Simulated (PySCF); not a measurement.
From one molecule to another.

First species: C₂H₁₄Si₄.
SMILES: `[SiH3]C[SiH2]C([SiH3])[SiH3]`

Second species: C4H7FO2.
Atom-mapped SMILES: `[CH3:1][O:2][C@@H:3]1[CH2:4][C@@H:5]([F:6])[O:7]1` (hydrogens: H8, H9, H10 on C1; H11 on C3; H12, H13 on C4; H14 on C5)

Levels: CAM-B3LYP/def2-SVPD for dipole moment, HOMO energy, LUMO energy, HOMO–LUMO gap, static isotropic polarisability and electronic spatial extent ⟨r²⟩ about the centre of nuclear charge; TDDFT CAM-B3LYP/def2-SVPD for lowest singlet excitation; TDA CAM-B3LYP/def2-SVPD for lowest triplet excitation (Tamm–Dancoff); GFN2-xTB for rotational constant A and rotational constant C. Geometries: GFN2-xTB. Each species is one conformer at its optimised geometry, gas phase, non-relativistic unless stated; the electronic structure was computed with PySCF and density fitting.

Dipoles, sizes and rotational constants follow the conformer. The torsions of the flexible species, by atom-mapped SMILES:
- `[SiH3:1][CH2:2][SiH2:3][CH:4]([SiH3:5])[SiH3:6]`: Si1–C2–Si3–C4 180°, C2–Si3–C4–Si5 -171°
- `[CH3:1][O:2][C@@H:3]1[CH2:4][C@@H:5]([F:6])[O:7]1`: C1–O2–C3–C4 173°

Values for the first species:

| Quantity | Value |
| --- | --- |
| Dipole moment | 0.99 D |
| HOMO energy | -9.54 eV |
| LUMO energy | 0.87 eV |
| HOMO–LUMO gap | 10.41 eV |
| Lowest singlet excitation | 7.50 eV |
| Lowest triplet excitation (Tamm–Dancoff) | 7.24 eV |
| Static isotropic polarisability | 132.5 au |
| Electronic spatial extent ⟨r²⟩ about the centre of nuclear charge | 2209 bohr² |
| Rotational constant A | 2.537 GHz |
| Rotational constant C | 0.520 GHz |

**Question.** Estimate the same properties for the second species, and the change in each.

**Answer.** 
```
                                                         property       first     second  second less first
                                                    dipole moment      0.99 D     2.06 D            +1.07 D
                                                      HOMO energy    -9.54 eV   -9.75 eV           -0.21 eV
                                                      LUMO energy     0.87 eV    1.39 eV           +0.52 eV
                                                    HOMO–LUMO gap    10.41 eV   11.14 eV           +0.73 eV
                                        lowest singlet excitation     7.50 eV    8.03 eV           +0.53 eV
                         lowest triplet excitation (Tamm–Dancoff)     7.24 eV    7.83 eV           +0.59 eV
                                  static isotropic polarisability    132.5 au    56.1 au           -76.4 au
electronic spatial extent ⟨r²⟩ about the centre of nuclear charge  2209 bohr²  823 bohr²        -1386 bohr²
                                            rotational constant A   2.537 GHz  7.989 GHz         +5.452 GHz
                                            rotational constant C   0.520 GHz  1.428 GHz         +0.908 GHz
```

On the first: S1 lies 2.91 eV below the HOMO–LUMO gap; its leading configuration is HOMO→LUMO, weight 0.88. The 8 singlets span 7.50 to 8.40 eV, and their oscillator strengths add up to 0.31.

On the second: A dipole of 2.06 D is allowed in C1, and pure rotational transitions are dipole-allowed. No computed singlet falls in the visible range (750 to 380 nm, 1.65 to 3.26 eV); S1 lies 4.77 eV above its blue end.
